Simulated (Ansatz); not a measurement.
Relaxation of CH7NSeSi (11 atoms, charge 0, multiplicity 1), to a largest force component of 0.02 eV/Å in at most 50 steps.

Method: RKS B3LYP-D4/def2-SVP (Ansatz 0.2.0).

```xyz
11
Properties=species:S:1:pos:R:3
N -1.174 1.298 -0.428
Si -0.607 0.014 0.589
C 1.212 -0.147 0.354
Se 1.726 -0.650 -1.468
H -1.097 1.032 -1.449
H -2.252 1.415 -0.270
H -1.234 -1.243 0.224
H -0.855 0.339 1.992
H 1.733 0.840 0.636
H 1.635 -0.921 1.085
H 0.978 -2.033 -1.246
```

Task: Where does it end, and by what steps?

Result: The run converged. After 8 steps the energy has fallen by 0.503 eV; H7 moved furthest, 0.30 Å.

```json
{"step": "0", "energy less start (eV)": "0.0000", "largest force component (eV/Å)": "2.807", "accepted": "yes"}
{"step": "1", "energy less start (eV)": "-0.4042", "largest force component (eV/Å)": "1.008", "accepted": "yes"}
{"step": "2", "energy less start (eV)": "-0.4661", "largest force component (eV/Å)": "0.403", "accepted": "yes"}
{"step": "3", "energy less start (eV)": "-0.4846", "largest force component (eV/Å)": "0.340", "accepted": "yes"}
{"step": "4", "energy less start (eV)": "-0.4953", "largest force component (eV/Å)": "0.214", "accepted": "yes"}
{"step": "5", "energy less start (eV)": "-0.4997", "largest force component (eV/Å)": "0.118", "accepted": "yes"}
{"step": "6", "energy less start (eV)": "-0.5019", "largest force component (eV/Å)": "0.075", "accepted": "yes"}
{"step": "7", "energy less start (eV)": "-0.5023", "largest force component (eV/Å)": "0.028", "accepted": "yes"}
{"step": "8", "energy less start (eV)": "-0.5025", "largest force component (eV/Å)": "0.008", "accepted": "yes"}
```

```xyz
11
Properties=species:S:1:pos:R:3
N -1.219 1.174 -0.462
Si -0.648 -0.036 0.638
C 1.221 -0.170 0.412
Se 1.700 -0.649 -1.455
H -0.977 1.075 -1.444
H -2.154 1.555 -0.355
H -1.201 -1.421 0.462
H -0.998 0.412 2.019
H 1.688 0.815 0.565
H 1.700 -0.883 1.099
H 0.956 -1.927 -1.459
```

Whether the end is a true minimum wasn't checked by a vibrational analysis.

Time of the run: 37 s on 2 threads of Arm Neoverse V1, on a shared host, peak memory 0.28 GiB.
